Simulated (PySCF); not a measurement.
## Two-component Hartree-Fock for Rb²⁵⁺ (rubidium, charge +25)

Start: [Ne] 3s2. Calculated with PySCF 2.14 in an even-tempered Gaussian basis (19 s from 3.5 bohr⁻², ratio 2.4; 13 p from 4.5 bohr⁻², ratio 2.4; 5 d from 16 bohr⁻², ratio 2.6; 4 f from 23 bohr⁻², ratio 2.6): generalised Hartree-Fock with the X2C-1e Hamiltonian and a Gaussian nucleus; one run each with spin-orbit coupling (SO) switched off, then screened by Boettger's factors.

```tsv
spinor shell	electrons	ε, spin-free (eV)	ε, screened SO (eV)	weight of nominal j (screened SO)	rms radius, screened SO (bohr)
1s1/2	2	-16490.4	-16490.1	1.000	0.0463
2s1/2	2	-3248.1	-3248.0	1.000	0.188
2p1/2	2	-3010.7	-3053.9	1.000	0.165
2p3/2	4	-3010.7	-2990.2	1.000	0.169
3s1/2	2	-1237.7	-1237.7	1.000	0.463
```

```
   quantity    spin-free  screened SO
E (hartree)  -2560.27722  -2560.45833
        M_J            0            0
       ⟨J²⟩        0.000        0.000
       ⟨L²⟩        0.000        0.002
       ⟨S²⟩        0.000        0.002
```

Breit and QED terms are absent; they matter most for the inner s and p1/2 levels.

Densities and radii are taken from the X2C orbitals without a picture-change correction, which distorts them close to the nucleus.

Without spin-orbit coupling the j labels of p, d and f shells carry no meaning; the spin-free column gives the mean over the occupied spinors of each nl shell.
